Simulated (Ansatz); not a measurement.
Consider the formal hydrolysis of the Nb–Cl bond: `[CH3][Nb](=[O])([F])[Cl]` + H₂O → `[CH3][Nb](=[O])([OH])[F]` + HCl.

Isolated molecules relaxed with PBE0-D4/def2-TZVP in Ansatz; ΔE leaves out vibrations. CBS: MP2 limit from def2 TZ/QZ plus the TZ coupled-cluster correction, frozen cores. This one scheme is used for every species. DFT in def2-TZVPP. B3LYP here is the variant with VWN-RPA as its local correlation; programs differ in this. HSE06 is defined as in plane-wave codes. Elements past krypton have def2 core potentials. For Nb outer-core shells are correlated without core-valence functions, which leaves a few kJ/mol of doubt a bond. One conformer a species, not always the lowest.

| level | ΔE (kJ/mol) | difference from CCSD(T)/CBS |
| --- | --- | --- |
| LDA (SPW92) | 14.8 | -10.2 |
| PBE-D4 | 20.5 | -4.5 |
| revPBE-D4 | 20.8 | -4.2 |
| BLYP-D4 | 16.3 | -8.7 |
| r2SCAN-D4 | 21.4 | -3.6 |
| B97M-V | 22.8 | -2.2 |
| PBE0-D4 | 23.6 | -1.4 |
| B3LYP-D4 | 18.9 | -6.1 |
| r2SCANh-D4 | 22.4 | -2.6 |
| r2SCAN0-D4 | 23.7 | -1.3 |
| CAM-B3LYP-D4 | 13.1 | -11.9 |
| ωB97M-V | 18.1 | -6.9 |
| B2PLYP | 20.9 | -4.1 |
| PBE-QIDH | 26.5 | 1.5 |
| PBE | 19.2 | -5.8 |
| revPBE | 20.2 | -4.8 |
| BLYP | 14.1 | -10.9 |
| r2SCAN | 21.1 | -3.9 |
| PBE0 | 22.3 | -2.7 |
| B3LYP | 16.7 | -8.3 |
| r2SCANh | 22.1 | -2.9 |
| r2SCAN0 | 23.3 | -1.7 |
| HSE06 | 22.8 | -2.2 |
| BHLYP | 18.7 | -6.3 |
| CAM-B3LYP | 11.7 | -13.3 |
| LC-ωPBE | 12.8 | -12.2 |
| RPA@PBE/def2-TZVPP | 17.5 | -7.5 |
| HF/def2-SVP | 13.4 | -11.6 |
| MP2/def2-SVP | 13.8 | -11.2 |
| CCSD/def2-SVP | 6.3 | -18.7 |
| CCSD(T)/def2-SVP | 7.1 | -17.9 |
| HF/def2-TZVPP | 20.0 | -5.0 |
| MP2/def2-TZVPP | 30.0 | 5.0 |
| SCS-MP2/def2-TZVPP | 25.3 | 0.3 |
| CCSD/def2-TZVPP | 18.7 | -6.3 |
| CCSD(T)/def2-TZVPP | 20.5 | -4.5 |
| HF/def2-QZVPP | 21.4 | -3.6 |
| MP2/def2-QZVPP | 33.1 | 8.1 |
| HF/CBS(def2) | 21.6 | -3.4 |
| CCSD/CBS(def2) | 23.2 | -1.8 |
| CCSD(T)/CBS | 25.0 | 0 |

Largest T1 diagnostic among the species: 0.022, so the coupled-cluster value is less sure than usual.

From BLYP to BHLYP (50 % exact exchange), in def2-TZVPP and without D4, ΔE moves by +4.6 kJ/mol. At CCSD(T), def2-SVP lies −17.9 kJ/mol from the extrapolated value and def2-TZVPP −4.5 kJ/mol.

CCSD(T)/CBS has its own doubt, a few kJ/mol and more with outer-core shells, so smaller differences from it don't rank the levels.
